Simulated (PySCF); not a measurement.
**Cd(2+) (cadmium, charge +2) across methods**

[Kr] 4d9 5s1, high-spin 3D determinant (an excited configuration). Calculation: PySCF 2.14, in def2-QZVPPD with the def2 core potential (28 electrons) (7s5p4d4f2g, 88 functions); a scalar-relativistic core potential.

| method | E (hartree) | mean ε 4d α (eV) | mean ε 4d β (eV) | mean ε 5s α (eV) | Σ⟨r²⟩ (bohr²) | ⟨S²⟩ |
| --- | --- | --- | --- | --- | --- | --- |
| PBEsol | -166.2541 | -35.163 | -33.996 | -23.906 | 30.28 | 2.001 |
| wB97M-V | -166.4076 | -40.093 | -38.963 | -26.564 | 30.26 | 2.001 |
| B3LYP | -166.5223 | -37.117 | -36.001 | -24.613 | 30.27 | 2.001 |
| PBE | -166.4658 | -35.184 | -34.044 | -23.821 | 30.28 | 2.001 |
| PBE0 | -166.4650 | -37.599 | -36.384 | -24.615 | 30.21 | 2.001 |
| UHF | -165.68390 | -43.789 | -42.302 | -26.325 | 30.33 | 2.002 |
| r2SCAN | -166.5208 | -35.754 | -34.440 | -24.078 | 30.12 | 2.001 |
| M06 | -166.4858 | -37.678 | -36.478 | -24.638 | 30.19 | 2.000 |
| LDA | -166.1430 | -35.347 | -34.205 | -24.212 | 30.35 | 2.000 |

Energies and moments cover only the electrons outside the core potential.
